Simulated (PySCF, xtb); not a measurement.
MgCl, SMILES [Mg][Cl], multiplicity 2.

Harmonic wavenumbers (cm⁻¹) from xtb 6.7.1 with GFN2-xTB at its own minimum, in rising order: 383.

What does PBE-D3(BJ)/def2-TZVPD (PySCF 2.14.0) give at its own minimum? (The exact figures need the calculation; the answer reports its results.)

437. Paired by order, the mean absolute difference is 53 cm⁻¹ and the zero-point energies are 0.5 and 0.6 kcal/mol.
